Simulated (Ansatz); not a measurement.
`CC(C)[Si]Cl` + H–F → `F[Si]Cl` + propane at 298.15 K and 1 bar (ligand exchange at the Si–C bond).

Gas-phase electronic energies from Ansatz, PBE0-D4/def2-TZVP geometries. CCSD(T)/CBS is the MP2 limit (def2-TZVPP, def2-QZVPP) plus CCSD(T) − MP2 in def2-TZVPP, frozen cores. This one scheme is used for every species. One conformer a species, not always the lowest.

```json
{"species": "`CC(C)[Si]Cl`", "CCSD(T)/CBS energy (Eh)": "-867.23764", "H − E (kJ/mol)": "269.9", "S (J/(mol·K))": "359.2"}
{"species": "H–F", "CCSD(T)/CBS energy (Eh)": "-100.39570", "H − E (kJ/mol)": "33.5", "S (J/(mol·K))": "173.6"}
{"species": "`F[Si]Cl`", "CCSD(T)/CBS energy (Eh)": "-848.72390", "H − E (kJ/mol)": "21.7", "S (J/(mol·K))": "275.4"}
{"species": "`CCC`", "CCSD(T)/CBS energy (Eh)": "-118.98051", "H − E (kJ/mol)": "285.9", "S (J/(mol·K))": "268.4"}
```

H − E and S are ideal-gas, rigid-rotor, harmonic terms from PBE0-D4/def2-TZVP, for one conformer and one mirror image of each species. 1 Eh = 2625.50 kJ/mol, R = 8.31446 J/(mol·K).

Question: By hand: ΔE, ΔH, ΔS and ΔG.

Answer: ΔE = (-848.72390) + (-118.98051) − (-867.23764) − (-100.39570) = -0.07107 Eh = -186.6 kJ/mol. Δ(H − E) = 21.7 + 285.9 − 269.9 − 33.5 = 4.2, so ΔH = -182.4 kJ/mol. ΔS = 275.4 + 268.4 − 359.2 − 173.6 = 11.0 J/(mol·K). ΔG = -182.4 − 298.15 × (11.0)/1000 = -185.7 kJ/mol.

Question: By hand: the equilibrium constant, and the temperature at which ΔG would vanish if ΔH and ΔS stayed fixed.

Answer: log₁₀ K = −ΔG/(RT ln 10) = 32.5. ΔH and −TΔS have one sign here, so there is no such temperature.

The number of gas molecules stays the same, so ΔS is small and ΔH decides. A doubt of 5 kJ/mol in ΔE shifts log₁₀ K by 0.9 here. Other conformers and mirror images would add mixing entropy, several J/(mol·K) or more a flexible species. Modes under 60 cm⁻¹, often nearly free rotors, make the harmonic entropy too high. These are equilibria of isolated gas molecules and say nothing of rates. Largest T1 diagnostic: 0.014 (customary marks: 0.02 for closed shells, 0.045 for open ones).

ΔS is within the doubt of such terms, so its sign, and with it that verdict, could turn.
